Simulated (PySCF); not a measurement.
F2H5NSi2.

```xyz
10

Si     0.5336    -1.4658    -0.0898
F     -0.6600    -2.5908    -0.1303
N      0.0000     0.0000     0.6812
Si    -0.5336     1.4658    -0.0898
F      0.6600     2.5908    -0.1303
H      1.6533    -2.0744     0.6955
H      0.8919    -1.1317    -1.5025
H      0.0000     0.0000     1.7072
H     -1.6533     2.0744     0.6955
H     -0.8919     1.1317    -1.5025
```

The structure is a stationary point at PBE-D3(BJ)/def2-SVP. This is a generated structure with no PubChem entry under its InChIKey; it may be hypothetical. Other conformers were not sampled.

Calculation: PySCF with PBE/pcSseg-1. Non-relativistic, no solvent.

Computed absolute GIAO shielding of each atom: isotropic value and principal components (ppm):
| atom | σ(iso) | σ11 | σ22 | σ33 | span |
|---|---|---|---|---|---|
| Si1 | 352.2 | 326.6 | 347.3 | 382.5 | 55.9 |
| F2 | 312.3 | 229.0 | 322.9 | 385.1 | 156.1 |
| N3 | 181.8 | 118.4 | 196.2 | 230.7 | 112.2 |
| Si4 | 352.2 | 326.6 | 347.3 | 382.5 | 55.9 |
| F5 | 312.3 | 229.0 | 322.9 | 385.1 | 156.1 |
| H6 | 25.8 | 22.2 | 24.1 | 31.1 | 8.9 |
| H7 | 26.0 | 22.5 | 25.1 | 30.4 | 7.9 |
| H8 | 28.3 | 22.6 | 26.5 | 35.7 | 13.1 |
| H9 | 25.8 | 22.2 | 24.1 | 31.1 | 8.9 |
| H10 | 26.0 | 22.5 | 25.1 | 30.4 | 7.9 |
